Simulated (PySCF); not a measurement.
Two-component Hartree-Fock for I³⁴⁺ (iodine, charge +34)

Start: [Ar] 3d1; 3d3/2 filled at m_j = +3/2. Calculated with PySCF 2.14 in an even-tempered Gaussian basis (16 s from 6.2 bohr⁻², ratio 2.8; 12 p from 8.1 bohr⁻², ratio 2.8; 8 d from 8.1 bohr⁻², ratio 2.8; 3 f from 24 bohr⁻², ratio 3): generalised Hartree-Fock with the X2C-1e Hamiltonian and a Gaussian nucleus; one run each with spin-orbit coupling (SO) switched off, then screened by Boettger's factors.

| spinor shell | electrons | ε, spin-free (eV) | ε, screened SO (eV) | weight of nominal j (screened SO) | rms radius, screened SO (bohr) |
| --- | --- | --- | --- | --- | --- |
| 1s1/2 | 2 | -35107.0 | -35103.2 | 1.000 | 0.0311 |
| 2s1/2 | 2 | -6973.1 | -6971.7 | 1.000 | 0.125 |
| 2p1/2 | 2 | -6438.0 | -6651.1 | 1.000 | 0.108 |
| 3s1/2 | 2 | -2549.9 | -2549.5 | 1.000 | 0.311 |
| 3p1/2 | 2 | -2369.4 | -2422.2 | 0.999 | 0.300 |
| 3p3/2 | 4 | -2369.4 | -2345.2 | 1.000 | 0.310 |
| 3d3/2 | 1 | -2174.6 | -2183.8 | 1.000 | 0.269 |

Where does 2p3/2 lie, and what is the 2p spin-orbit splitting (screened SO)?

At -6341.1 eV, 310.09 eV above 2p1/2.

```tsv
quantity	spin-free	screened SO
E (hartree)	-6240.07001	-6242.54172
M_J	3/2	3/2
⟨J²⟩	3.980	3.750
⟨L²⟩	6.001	6.014
⟨S²⟩	0.750	0.764
```

Each row is a mean over spinors that exchange with the open shell spreads, by up to 16.823 eV (3p1/2).

Breit and QED terms are absent; they matter most for the inner s and p1/2 levels.

Densities and radii are taken from the X2C orbitals without a picture-change correction, which distorts them close to the nucleus.

Without spin-orbit coupling the j labels of p, d and f shells carry no meaning; the spin-free column gives the mean over the occupied spinors of each nl shell, and its ⟨J²⟩ belongs to a mixture of degenerate components.
